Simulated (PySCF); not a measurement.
This PySCF input asks for the NMR shieldings of SMILES C=NBN[SiH2]N, CH8BN3Si; the geometry comes from GFN2-xTB.

```python
import basis_set_exchange as bse
import numpy as np
from pyscf import gto, dft
from pyscf.prop import nmr

atoms = """
C     3.354074    0.179380    0.351709
N     2.231342   -0.206790    0.010419
B     1.020030   -0.558695   -0.502166
N    -0.190210   -0.022002    0.010452
Si   -1.801054   -0.283638   -0.546304
N    -2.768804    0.486575    0.661421
H     3.861775    1.014849   -0.138021
H     3.902297   -0.298077    1.166802
H     1.002027   -1.358090   -1.358806
H    -0.091012    0.677751    0.730517
H    -2.120192    0.430549   -1.788960
H    -2.008557   -1.730451   -0.715541
H    -2.639096    0.212788    1.623028
H    -3.753298    0.575478    0.473284
"""
names = dict.fromkeys(["C", "N", "B", "Si", "H"], "pcSseg-1")
basis = {el: gto.basis.parse(bse.get_basis(n, elements=[el], fmt="nwchem")) for el, n in names.items()}
mol = gto.M(atom=atoms, basis=basis, charge=0, verbose=0)
mf = dft.RKS(mol, xc="PBE0")
mf.grids.level = 2
mf.grids.alignment = dft.numint.BLKSIZE   # the property module wants whole blocks of grid points
mf.conv_tol = 1e-9
mf.kernel()

calc = nmr.RKS(mf)   # GIAO
C = mf.mo_coeff
Co = C[:, mf.mo_occ > 0]
resp = mf.gen_response(singlet=True, hermi=2)
def vind(x):   # induced exchange potential for any number of trial vectors
    d = np.einsum("pi,xij,qj->xpq", C, 2 * x.reshape(-1, C.shape[1], Co.shape[1]), Co, optimize=True)
    return np.einsum("xpq,pi,qj->xij", resp(d - d.transpose(0, 2, 1)), C, Co, optimize=True).ravel()
mo1, _ = nmr.rhf.solve_mo1(calc, with_cphf=vind)
sigma = calc.kernel(mo1)
for i, s in enumerate(sigma):   # ppm
    w = np.linalg.eigvalsh((s + s.T) / 2)
    print("%2d %-2s iso %8.1f  s11 %8.1f  s22 %8.1f  s33 %8.1f" % (i, mol.atom_pure_symbol(i), w.mean(), *w))
```

Q: What are the results?

A: 
```
 0 C  iso     41.7  s11    -34.5  s22     22.7  s33    136.7
 1 N  iso   -170.1  s11   -484.5  s22   -183.8  s33    158.1
 2 B  iso     84.1  s11     48.6  s22     82.9  s33    120.7
 3 N  iso    207.1  s11    181.0  s22    205.6  s33    234.7
 4 Si iso    380.2  s11    351.7  s22    363.6  s33    425.3
 5 N  iso    254.7  s11    214.8  s22    260.0  s33    289.4
 6 H  iso     23.6  s11     21.8  s22     23.1  s33     25.8
 7 H  iso     23.7  s11     21.9  s22     23.2  s33     25.8
 8 H  iso     26.9  s11     24.8  s22     25.3  s33     30.4
 9 H  iso     30.3  s11     23.1  s22     30.4  s33     37.5
10 H  iso     26.5  s11     23.4  s22     24.5  s33     31.7
11 H  iso     26.2  s11     22.9  s22     24.6  s33     31.2
12 H  iso     31.6  s11     24.5  s22     28.5  s33     41.7
13 H  iso     31.7  s11     24.6  s22     26.8  s33     43.7
```

These numbers come from an equivalent density-fitted implementation of the same equations, which agrees with the script to about 0.01 ppm for H and up to a few tenths of a ppm for heavy atoms, so last digits may differ.

Size and cost of the density-fitted run: 149 basis functions, 12 s wall time on 1 thread of an Arm Neoverse V2, shared host; peak memory 0.7 GiB.
